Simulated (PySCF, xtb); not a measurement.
FGeH7Si2, SMILES F[SiH2][SiH2][GeH3].

GFN2-xTB (xtb) at its own geometry gives an orbital gap of 4.12 eV and a dipole moment of 0.42 D.

The structure is a stationary point at r2SCAN-D4/def2-SVP. The structure was generated by enumeration, and PubChem lists no compound with its InChIKey, so it may never have been made. Other conformers were not sampled.

What does PySCF with ωB97X/def2-TZVP give? (The exact figures need the calculation; the answer reports its results.)

gap 11.34 eV (levels -10.32 and 1.02 eV), dipole 1.38 D.
